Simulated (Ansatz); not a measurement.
A first, cheap relaxation of `F[SiH2][SiH](F)S`.

```yaml
crystal:
  periodic: [false, false, false]
  atoms:
    - {symbol: F, position_ang: [-1.292600, 0.186300, 1.845400]}
    - {symbol: Si, position_ang: [0.172900, 0.390800, 1.331200]}
    - {symbol: Si, position_ang: [0.411100, -0.437400, -0.828600]}
    - {symbol: F, position_ang: [0.244100, -2.009900, -0.866400]}
    - {symbol: S, position_ang: [-0.907900, 0.479400, -2.224300]}
    - {symbol: H, position_ang: [0.522700, 1.857600, 1.379100]}
    - {symbol: H, position_ang: [1.093000, -0.308500, 2.301300]}
    - {symbol: H, position_ang: [1.868300, -0.175700, -1.304900]}
    - {symbol: H, position_ang: [-2.023200, -0.028800, -1.649900]}
basis:
  gaussian: {orbitals: def2-SVP}
hamiltonian: {xc: pbe, dispersion: d4}
relax: {f_tol: 0.03, max_steps: 200}
```

```sh
$ ansatz run in.yaml --threads 4 --pin off --events-out ev --progress --plain --max-ram 10444MiB
```

Output, abridged:

```
Functional definition: PBE
mean field -32062.00689214 eV, -1178.2570208774 hartree, gradient 5.8e-5 eV, S^2 0.000000; 0 other end points of the search recorded, 0 dependent functions left out
relax step   1: F+E_penalty+E_count = -32062.23712279 eV  Δ(F+E_penalty+E_count) = +0.000e0 eV  max|allowed force component| = 2.908e0 eV/Å  Δτ_max = 0.0000 Å  (26 SCF iters, accepted)
mean field -32062.19808492 eV, -1178.2640470824 hartree, gradient 7.4e-6 eV, S^2 0.000000; 0 other end points of the search recorded, 0 dependent functions left out
relax step   2: F+E_penalty+E_count = -32062.42846759 eV  Δ(F+E_penalty+E_count) = -1.913e-1 eV  max|allowed force component| = 1.649e0 eV/Å  Δτ_max = 0.1997 Å  (29 SCF iters, accepted)
mean field -32062.25982691 eV, -1178.2663160587 hartree, gradient 2.2e-5 eV, S^2 0.000000; 0 other end points of the search recorded, 0 dependent functions left out
relax step   3: F+E_penalty+E_count = -32062.49027171 eV  Δ(F+E_penalty+E_count) = -6.180e-2 eV  max|allowed force component| = 6.725e-1 eV/Å  Δτ_max = 0.1584 Å  (28 SCF iters, accepted)
mean field -32062.28188690 eV, -1178.2671267483 hartree, gradient 1.4e-5 eV, S^2 0.000000; 0 other end points of the search recorded, 0 dependent functions left out
relax step   4: F+E_penalty+E_count = -32062.51249331 eV  Δ(F+E_penalty+E_count) = -2.222e-2 eV  max|allowed force component| = 3.813e-1 eV/Å  Δτ_max = 0.0878 Å  (28 SCF iters, accepted)
mean field -32062.29326934 eV, -1178.2675450454 hartree, gradient 1.1e-5 eV, S^2 0.000000; 0 other end points of the search recorded, 0 dependent functions left out
relax step   5: F+E_penalty+E_count = -32062.52592472 eV  Δ(F+E_penalty+E_count) = -1.343e-2 eV  max|allowed force component| = 1.466e-1 eV/Å  Δτ_max = 0.0728 Å  (28 SCF iters, accepted)
mean field -32062.30458718 eV, -1178.2679609681 hartree, gradient 1.9e-5 eV, S^2 0.000000; 0 other end points of the search recorded, 0 dependent functions left out
relax step   6: F+E_penalty+E_count = -32062.53826870 eV  Δ(F+E_penalty+E_count) = -1.234e-2 eV  max|allowed force component| = 3.905e-2 eV/Å  Δτ_max = 0.1112 Å  (29 SCF iters, accepted)
mean field -32062.30262403 eV, -1178.2678888238 hartree, gradient 1.5e-5 eV, S^2 0.000000; 0 other end points of the search recorded, 0 dependent functions left out
relax step   7: F+E_penalty+E_count = -32062.53758660 eV  Δ(F+E_penalty+E_count) = +6.821e-4 eV  max|allowed force component| = 1.355e-1 eV/Å  Δτ_max = 0.0536 Å  (29 SCF iters, rejected (line search))
mean field -32062.30684777 eV, -1178.2680440434 hartree, gradient 1.4e-5 eV, S^2 0.000000; 0 other end points of the search recorded, 0 dependent functions left out
relax step   8: F+E_penalty+E_count = -32062.54101208 eV  Δ(F+E_penalty+E_count) = -2.743e-3 eV  max|allowed force component| = 3.537e-2 eV/Å  Δτ_max = 0.0268 Å  (29 SCF iters, accepted)
mean field -32062.31260577 eV, -1178.2682556461 hartree, gradient 1.7e-5 eV, S^2 0.000000; 0 other end points of the search recorded, 0 dependent functions left out
relax step   9: F+E_penalty+E_count = -32062.54854464 eV  Δ(F+E_penalty+E_count) = -7.533e-3 eV  max|allowed force component| = 5.358e-2 eV/Å  Δτ_max = 0.0971 Å  (28 SCF iters, accepted)
mean field -32062.31205483 eV, -1178.2682353993 hartree, gradient 1.0e-5 eV, S^2 0.000000; 0 other end points of the search recorded, 0 dependent functions left out
relax step  10: F+E_penalty+E_count = -32062.55017028 eV  Δ(F+E_penalty+E_count) = -1.626e-3 eV  max|allowed force component| = 1.843e-1 eV/Å  Δτ_max = 0.1463 Å  (27 SCF iters, accepted)
mean field -32062.31508197 eV, -1178.2683466448 hartree, gradient 1.3e-5 eV, S^2 0.000000; 0 other end points of the search recorded, 0 dependent functions left out
relax step  11: F+E_penalty+E_count = -32062.55227722 eV  Δ(F+E_penalty+E_count) = -2.107e-3 eV  max|allowed force component| = 1.148e-1 eV/Å  Δτ_max = 0.0353 Å  (28 SCF iters, accepted)
mean field -32062.31574676 eV, -1178.2683710753 hartree, gradient 1.3e-5 eV, S^2 0.000000; 0 other end points of the search recorded, 0 dependent functions left out
relax step  12: F+E_penalty+E_count = -32062.55273634 eV  Δ(F+E_penalty+E_count) = -4.591e-4 eV  max|allowed force component| = 6.414e-2 eV/Å  Δτ_max = 0.0422 Å  (28 SCF iters, accepted)
mean field -32062.31632170 eV, -1178.2683922038 hartree, gradient 1.3e-5 eV, S^2 0.000000; 0 other end points of the search recorded, 0 dependent functions left out
relax step  13: F+E_penalty+E_count = -32062.55349025 eV  Δ(F+E_penalty+E_count) = -7.539e-4 eV  max|allowed force component| = 1.204e-2 eV/Å  Δτ_max = 0.0216 Å  (28 SCF iters, accepted)
mean field -32062.31632170 eV, -1178.2683922038 hartree, gradient 1.3e-5 eV, S^2 0.000000; 1 other end points of the search recorded, 0 dependent functions left out
Total energy: -32062.55352373 eV, -1178.2771092177 hartree
Atom 0 at    -1.477823     0.404632     1.363966 Å, force    -0.008894     0.002251     0.002853 eV/Å
Atom 1 at     0.173200     0.384616     1.254617 Å, force     0.012037    -0.000226    -0.008069 eV/Å
Atom 2 at     0.569189    -0.477992    -0.899062 Å, force     0.004078    -0.011717    -0.002403 eV/Å
Atom 3 at     0.610669    -2.121736    -0.819981 Å, force    -0.000376     0.001835     0.001001 eV/Å
Atom 4 at    -1.065204     0.261912    -2.072461 Å, force     0.000067     0.000402     0.003111 eV/Å
Atom 5 at     0.674468     1.797099     1.373953 Å, force    -0.001412     0.003352     0.002542 eV/Å
Atom 6 at     0.707734    -0.447766     2.385283 Å, force    -0.004758    -0.001280    -0.003245 eV/Å
Atom 7 at     1.828308    -0.035526    -1.583798 Å, force     0.000193     0.004705     0.001392 eV/Å
Atom 8 at    -1.932142     0.188562    -1.019617 Å, force    -0.000937     0.000678     0.002818 eV/Å
Dipole moment:     0.215391     0.200121     0.176918 e Å
```

It took 15 s on 4 threads of an Arm Neoverse V1 on a shared host, with 0.15 GiB of host memory at the peak.
